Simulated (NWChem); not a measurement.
System: SiH₂SCl₂; SMILES S[SiH](Cl)Cl

```xyz
6

Si    -0.0118     0.0316     0.5156
S      1.4804    -1.2990    -0.2030
Cl     0.2641     1.9427    -0.1965
Cl    -1.7910    -0.7186    -0.1745
H     -0.0583     0.1236     1.9928
H      2.4959    -0.5920     0.3446
```
Atoms are numbered in this order, from 1.

Results from NWChem. Structure relaxed at the PBE0/def2-SVP level. B3LYP is NWChem's, with the RPA form of VWN correlation. Ions are spin-unrestricted doublets at the neutral geometry; other ion states weren't tried.

```csv
level,"vertical ionisation energy, ΔSCF (eV)",−ε(HOMO) (eV),ΔSCF minus −ε(HOMO) (eV)
B3LYP/def2-SVP,10.23,7.64,2.59
PBE/def2-SVP,(withheld),(withheld),(withheld)
Hartree-Fock/def2-SVP,9.53,10.95,-1.42
LRC-wPBEh/def2-SVP,10.46,9.90,0.56
```

### Question
Complete the blanks.

### Answer

- PBE/def2-SVP, vertical ionisation energy, ΔSCF (eV): 9.96
- PBE/def2-SVP, −ε(HOMO) (eV): 6.66
- PBE/def2-SVP, ΔSCF minus −ε(HOMO) (eV): 3.30
